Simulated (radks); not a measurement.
Lu3+, 68 electrons, occupied as [Kr] 4d10 4f14 5s1.75 5p6 5d0.25 (fractional occupations, a model configuration).

Calculated with a radial shooting solver on a logarithmic mesh with Libxc functionals: scalar-relativistic Kohn-Sham, PBE, spin-polarised, spherical densities, finite nucleus; open shells are filled with parallel spins first (spin-orbit coupling, left out, can overturn this in heavy ions); Fermi nuclear charge, rms radius 5.37 fm.

Energy parts (hartree):
total: -14559.4039
kinetic: 15904.1143
electron-nucleus: -35805.4048
Hartree: 5641.2888
exchange-correlation: -299.4021

Orbitals (lengths in bohr, moments of r in powers of bohr; <r^-3> diverges for s and p1/2; r(90%) holds 90 % of the orbital's charge):
orbital  occ.  eigenvalue (hartree)  <r^-3>  r(90%)      <r>       <r^4>
1s up       1             -2324.527       -  0.0351  0.01932   7.073e-07
1s down     1             -2324.526       -  0.0351  0.01932   7.073e-07
2s up       1             -396.5608       -   0.127  0.08184   0.0001081
2s down     1             -396.5597       -   0.127  0.08184   0.0001081
2p up       3             -349.0574   16860   0.119  0.07292  0.00008345
2p down     3             -349.0564   16860   0.119  0.07292  0.00008345
3s up       1             -90.65373       -   0.312   0.2126    0.004024
3s down     1             -90.65310       -   0.312   0.2126    0.004024
3p up       3             -76.39242    3698   0.317   0.2123    0.004285
3p down     3             -76.39176    3698   0.317   0.2123    0.004285
3d up       5             -59.25522   483.5   0.299   0.1925    0.003332
3d down     5             -59.25440   483.5   0.299   0.1925    0.003332
4s up       1             -18.86252       -   0.687   0.4781     0.09690
4s down     1             -18.86119       -   0.687   0.4781     0.09687
4p up       3             -14.18305   842.5   0.739   0.5080      0.1291
4p down     3             -14.18158   842.5   0.739   0.5079      0.1291
4d up       5              -8.07430   92.99   0.823   0.5478      0.1982
4d down     5              -8.07220   93.02   0.823   0.5476      0.1979
4f up       7              -1.37362   13.96    1.23   0.7146       1.233
4f down     7              -1.36867   14.00    1.22   0.7129       1.216
5s up       1              -3.26310       -    1.68    1.164       3.429
5s down  0.75              -3.24966       -    1.68    1.163       3.427
5p up       3              -2.16648   110.2    2.00    1.365       6.843
5p down     3              -2.15230   110.3    2.00    1.365       6.853
5d up    0.25              -0.94681   5.796    3.08    2.020       37.54
5d down     0              -0.93342   5.782    3.07    2.019       37.23

The highest occupied level is 5d up at -25.764 eV. The electron density at the nucleus is 1.177e+06 e/bohr^3 (large components only). The density falls to 0.001 e/bohr^3 at r = 3.14 bohr. Summed over all electrons, <r^2> = 32.50 bohr^2, which gives a Langevin (diamagnetic) susceptibility term of -25.7 x 10^-6 cm^3/mol. Spin moment in Bohr magnetons: 0.5. The spin density at the nucleus is 144.6 e/bohr^3 (1s 0.5, 2s 0.1, 3s 0.1, 4s 0.1, 5s 143.9).
